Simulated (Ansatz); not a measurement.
Reaction (formal exchange of groups at the Se–Ga bond): `[NH2][GaH][SeH]` + `[OH][AlH][SiH3]` → `[OH][AlH][SiH2][SeH]` + `[NH2][GaH2]`

Isolated molecules relaxed with PBE0-D4/def2-TZVP in Ansatz; ΔE leaves out vibrations. CCSD(T)/CBS is the MP2 limit (def2-TZVPP, def2-QZVPP) plus CCSD(T) − MP2 in def2-TZVPP, frozen cores. Functionals use def2-TZVPP. B3LYP here is the variant with VWN-RPA as its local correlation; programs differ in this. HSE06 is defined as in plane-wave codes. For Ga, Se outer-core shells are correlated without core-valence functions, which leaves a few kJ/mol of doubt a bond. Scalar relativity is left out up to krypton. Each species was taken in one conformer, which may not be the lowest.

`[NH2][GaH][SeH]`:

Cartesian coordinates in Å:
```
N 0.125 -1.081 -1.036
Ga 0.371 0.165 0.252
Se -1.559 1.284 0.921
H -0.763 -1.292 -1.456
H 0.869 -1.639 -1.417
H 1.773 0.452 0.858
H -0.816 2.111 1.879
```

`[OH][AlH][SiH3]`:

Z-matrix (Å, degrees):
```
Si
Al 1 2.447
H 1 1.492 2 110.4
H 1 1.488 2 112.9 3 -120.8
H 1 1.492 2 110.7 3 118.0
O 2 1.698 1 116.2 3 114.7
H 2 1.590 1 124.9 3 -65.0
H 6 0.956 2 123.1 1 -179.6
```

`[OH][AlH][SiH2][SeH]`:

Cartesian coordinates in Å:
```
O 1.241 -1.517 -0.320
Al -0.081 -0.741 -1.052
Si -0.897 1.102 0.325
Se 0.565 1.298 2.081
H 1.707 -2.262 -0.697
H -0.618 -1.253 -2.455
H -2.279 0.877 0.840
H -0.943 2.403 -0.402
H 1.305 0.093 1.681
```

`[NH2][GaH2]`:

Cartesian coordinates in Å:
```
N -0.485 -0.820 -0.026
Ga 0.437 0.740 0.024
H -0.960 -1.219 0.765
H -0.581 -1.391 -0.849
H 0.478 1.488 1.394
H 1.111 1.202 -1.307
```

```tsv
level	ΔE (kcal/mol)	difference from CCSD(T)/CBS
LDA (SPW92)	8.7	-1.8
r2SCAN-D4	10.2	-0.3
B97M-V	8.5	-2.0
PBE0-D4	9.9	-0.6
B3LYP-D4	10.4	-0.1
ωB97X-V	10.2	-0.3
ωB97M-V	9.8	-0.7
PBE	10.0	-0.5
BLYP	11.3	0.8
PBE0	10.4	-0.1
r2SCANh	10.5	0.0
HSE06	10.5	0.0
MP2/def2-SVP	12.0	1.5
MP2/def2-QZVPP	10.3	-0.2
MP2/CBS(def2)	10.1	-0.4
CCSD/CBS(def2)	10.9	0.4
CCSD(T)/CBS	10.5	0
```

Largest T1 diagnostic among the species: 0.014.

At CCSD(T), def2-SVP lies +1.7 kcal/mol from the extrapolated value and def2-TZVPP +0.8 kcal/mol. The D4 term adds −1.0 kcal/mol with B3LYP and −0.5 kcal/mol with PBE0; it sums over pairs of atoms, weighted by their polarisabilities, and B3LYP, whose exchange is more repulsive, gets the larger term.
